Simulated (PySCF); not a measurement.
## Basis and Hamiltonian dependence of the excitation energy of Ar²⁺

Ar²⁺ [Ne] 3s2 3p4 (3P) → Ar²⁺ [Ne] 3s1 3p5, s spin flipped. All values are computed (PySCF 2.14, energy differences of UHF-based or UKS calculations, no spin-orbit coupling). Values in eV.

```csv
basis,Hamiltonian,functions,UHF,r2SCAN,PBE0,MP2 (valence)
aug-cc-pV(D+d)Z,non-relativistic,32,20.978,17.397,17.430,18.497
aug-cc-pV(T+d)Z,non-relativistic,55,20.980,17.402,17.418,18.391
aug-cc-pwCVTZ,non-relativistic,75,20.984,17.401,17.414,18.387
def2-QZVPPD,non-relativistic,79,20.980,17.409,17.418,18.330
"aug-cc-pCVTZ-DK with one added diffuse shell each of s, p, d, f type",spin-free X2C,91,21.253,17.666,17.684,18.656
dyall-acv3z,spin-free X2C,113,21.250,17.673,17.683,18.640
```

Frozen in the all-electron rows: valence: [Ne].

In the upper determinant the s electron has its spin opposite to the other open shell, which mixes two multiplicities.
